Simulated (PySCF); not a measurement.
## C₅H₅AlFN

Geometry (Å), atoms numbered from 1 in this order:
```xyz
13

C    -3.096    2.761    1.780
C    -3.091    2.138    0.752
C    -3.161    1.417   -0.451
F    -4.401    1.208   -1.001
C    -2.088    0.946   -1.057
N    -1.076    0.536   -1.563
Al    0.315   -0.184   -2.450
C     0.396   -2.093   -2.975
H    -3.083    3.303    2.678
H     1.367    0.885   -2.757
H     1.232   -2.321   -3.644
H    -0.522   -2.392   -3.495
H     0.486   -2.763   -2.112
```

The calculation used GIAO wB97X-D/pcseg-1 magnetisability, rotational g tensor and spin-rotation constants, non-relativistic, gas phase in PySCF. Geometry: GFN2-xTB.

The bonding changed while the geometry was optimised; results refer to the coordinates, not to the name.

(1) What are the magnetisability and the molar susceptibility?

(2) Split it along the inertial axes a, b, c into diamagnetic and paramagnetic parts about the centre of mass, with the quadrupole moment.

(3) And the rotational g tensor?

## Answers

(1) Isotropic -1130 × 10⁻³⁰ J/T², or -68.0 × 10⁻⁶ cm³/mol; principal values -1287, -1147, -955 × 10⁻³⁰ J/T², anisotropy 289 × 10⁻³⁰ J/T² (root of half the summed squared differences of the principal values). The susceptibility is in cgs units.

(2) 
```tsv
axis	χ (10⁻⁶ cm³/mol)	diamagnetic (10⁻⁶ cm³/mol)	paramagnetic (10⁻⁶ cm³/mol)	summed x² of all electrons (Å²)	quadrupole Θ (D Å)
a	-57.7	-382.2	324.5	440.7	+5.53
b	-77.5	-1973.6	1896.0	65.6	-1.41
c	-68.9	-2147.9	2079.0	24.5	-4.12
```
Anisotropies 2χaa − χbb − χcc = +31.1 and 2χbb − χaa − χcc = -28.5 × 10⁻⁶ cm³/mol. Θ is traceless in Buckingham's convention.

(3) 
| axis | rotational constant (GHz) | g | nuclear part | electronic part |
| --- | --- | --- | --- | --- |
| a | 4.1007 | -0.0712 | 0.5540 | -0.6252 |
| b | 0.6210 | -0.0038 | 0.5494 | -0.5532 |
| c | 0.5636 | -0.0053 | 0.5451 | -0.5504 |

Asymmetric top; isotopes 27Al, 12C, 19F, 1H, 14N; no vibrational averaging.
